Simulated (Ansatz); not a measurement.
Isolated molecules relaxed with PBE0-D4/def2-TZVP in Ansatz; ΔE leaves out vibrations. CCSD(T)/CBS adds triple-zeta CCSD(T) − MP2 to the extrapolated MP2 energy (def2 sets, frozen cores). This one scheme is used for every species. DFT in def2-TZVPP. B3LYP here is the variant with VWN-RPA as its local correlation; programs differ in this. Triplets are unrestricted, without spin–orbit coupling. Each species was taken in one conformer, which may not be the lowest.

Consider the formal loss of a carbene: `CCO[SiH](C)F` → `CO[SiH](C)F` + `[CH2]` (triplet).

Q: Is it downhill or uphill in electronic energy at CCSD(T)/CBS, and by how much? (An estimate is asked.)

A: The calculation gave: Uphill: ΔE = +446.3 kJ/mol.

Q: What do these levels give: PBE-D4, B3LYP-D4, ωB97X-V, B2PLYP, PBE0, B3LYP, MP2/def2-TZVPP, CCSD/def2-TZVPP, HF/def2-QZVPP, SCS-MP2/def2-QZVPP, HF/CBS(def2), MP2/CBS(def2)? (An estimate is asked.)

A: Ansatz gave: PBE-D4 451.1, B3LYP-D4 438.1, ωB97X-V 456.6, B2PLYP 435.6, PBE0 437.4, B3LYP 427.8, MP2/def2-TZVPP 447.3, CCSD/def2-TZVPP 423.9, HF/def2-QZVPP 299.5, SCS-MP2/def2-QZVPP 455.5, HF/CBS(def2) 299.5, MP2/CBS(def2) 458.7 kJ/mol.

Largest T1 diagnostic among the species: 0.011.

The D4 term adds +10.2 kJ/mol with B3LYP and +5.7 kJ/mol with PBE0; it sums over pairs of atoms, weighted by their polarisabilities, and B3LYP, whose exchange is more repulsive, gets the larger term. In def2-TZVPP, CCSD(T) changes the Hartree–Fock value by +135.4 kJ/mol (the triples alone add +11.0 kJ/mol) and MP2 by +147.8 kJ/mol.
